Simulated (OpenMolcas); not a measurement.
Computed levels of 3s² 3p³ in ions with 15 electrons, in cm-1 above ⁴S°_3/2.

* Program: OpenMolcas 26.06
* Method: SS-RASPT2, IPEA 0.25 Eh, imaginary shift 0.1 Eh
* Basis: ANO-RCC-VTZP
* Scalar Hamiltonian: DKH2, point nucleus
* Spin-orbit coupling: state interaction with AMFI integrals over the reference wave functions, term energies averaged over their components

Active space for each ion: 5 electrons in 9 orbitals (RAS2 3s 3p; RAS3 3d, at most 2 electrons); closed shells correlated by CASPT2: 2s 2p.

```tsv
Level	P	S+	Ar3+
²D°_3/2	12010	15550	22030
²D°_5/2	12010	15570	22130
²P°_1/2	19750	25660	36220
²P°_3/2	19750	25680	36330
```

Problem. Estimate ²D°_3/2, ²D°_5/2 for Cl2+ from its neighbours S+ and Ar3+.

Solution. ²D°_3/2 is another term, which grows about linearly with the charge: (15550 + 22030) / 2 = 18790. The calculation gives 18860, so the estimate is off by -0.4 %; the measured value is 18053 (Moore, Atomic Energy Levels, vol. I, NSRDS-NBS 35 (1971 reprint of NBS Circular 467, 1949)).
²D°_5/2 is another term, which grows about linearly with the charge: (15570 + 22130) / 2 = 18850. The calculation gives 18910, so the estimate is off by -0.3 %; the measured value is 18120 (Moore, Atomic Energy Levels, vol. I, NSRDS-NBS 35 (1971 reprint of NBS Circular 467, 1949)).

Active for correlation alone: 3d; no level in the range computed is led by a configuration that fills it, so any true level of that kind is missing (holds for P). The run also gave levels led by 3s² 3p² 3d, which use shells meant for correlation; these and all levels above them are left out (holds for S+; Cl2+; Ar3+). Measured partners are found by configuration, term and J. A level has none where our copy of the source lacks it or the pairing is in doubt (some pairs that miss far off the trend of their configuration count as doubtful), and it then counts in no deviation. Levels of configurations outside the active space are missing.

° marks odd parity.
